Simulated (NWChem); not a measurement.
System: CH₆BNO; SMILES CNBO

NWChem input:

```
start job
memory heap 200 mb stack 900 mb global 1100 mb
geometry units angstroms noautoz
  B     -0.626286     0.818365     0.000000
  H     -1.690820     1.393819     0.000000
  N     -0.624596    -0.591739     0.000000
  C      0.498309    -1.489414     0.000000
  H     -1.526730    -1.050017     0.000000
  H      0.519453    -2.141417    -0.891119
  H      0.519453    -2.141417     0.891119
  H      1.444519    -0.926213     0.000000
  O      0.496398     1.594742     0.000000
  H      1.317899     1.094283     0.000000
end
basis spherical
  B library sto-3g
  H library sto-3g
  N library sto-3g
  C library sto-3g
  O library sto-3g
end
dft
  xc hfexch
  iterations 150
  mulliken
end
task dft energy
```

Structure relaxed at the PBE0/def2-SVP level.

Task: Give the results of this calculation. (Hartree-Fock/STO-3G.) Quantities: basis functions; energy (Ha); highest occupied level (eV); orbital gap (eV); dipole (D).

Result: 
```
Item                           Value
---------------------------  -------
number of basis functions         26
energy (Ha)                  -192.93
highest occupied level (eV)    -8.50
orbital gap (eV)               18.67
dipole (D)                      2.40
```
